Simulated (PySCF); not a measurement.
# State search for KSe

Unrestricted PBE0; K def2-TZVPP, Se def2-TZVPP; no relativity (PySCF 2.14). Outer shells of the fragments: K 4s1; Se 3d10 4s2 4p4.

Followed along the bond (rough minima from three points):

| 2Ms+1 | unpaired | ⟨S²⟩ at the start | R at minimum (Å) | Te (eV) |
| --- | --- | --- | --- | --- |
| 2 | π ↑ | 0.75 | 2.97 | 0.00 |
| 2 | σ ↑ | 0.75 | 2.84 | 0.31 |
| 4 | σ ↑, π ↑↑ | 3.75 | none in the scan | ≤ 2.50 |

Solutions found at the starting distance of 3.060 Å, counted from the lowest of them; the search is not exhaustive and high or unbound solutions are not listed, so other states can lie among these:

```
2Ms+1   unpaired   term  E (eV)  ⟨S²⟩  ⟨Lz²⟩   μ (D)
    2        π ↑     ²Π    0.00  0.75   1.01  -10.73
    2        σ ↑    ²Σ⁺    0.38  0.75   0.00  -11.34
    4  σ ↑, π ↑↑    ⁴Σ⁻    2.62  3.75   0.00    2.61
    2  σ ↓, π ↑↑  mixed    2.66  1.75   0.00    3.02
    4  σ ↑↑, π ↑     ⁴Π    2.84  3.75   1.01    2.69
    2  σ ↑, π ↑↓  mixed    3.03  1.76   2.02    2.79
    4      π ↑↑↑     ⁴Π    4.02  3.75   1.00    1.03
    4  σ ↑, π ↑↑  mixed    4.23  3.75   2.01    0.84
    2        σ ↑  mixed    4.31  0.75   2.01    2.72
    4  σ ↑, π ↑↑  mixed    4.31  3.75   2.01    1.45
```

A term symbol is given only where ⟨S²⟩ and ⟨Lz²⟩ are close to those of a pure state; real π, δ and φ orbitals otherwise mix terms. A positive dipole means K(−)Se(+).

Task: Compare the gap between the two lowest followed solutions at the starting distance with the gap between their minima.

Result: At PBE0 the second solution (doublet, unpaired electrons σ ↑) lies +0.38 eV from the first (doublet, unpaired electrons π ↑) at 3.060 Å and +0.31 eV at the minima; the two curves relax by different amounts, since their minima lie near 2.84 and 2.97 Å.

Spin–orbit coupling is left out. Counting both spins, an empty level lies below a filled one in some of these solutions, because spin and occupation are held.
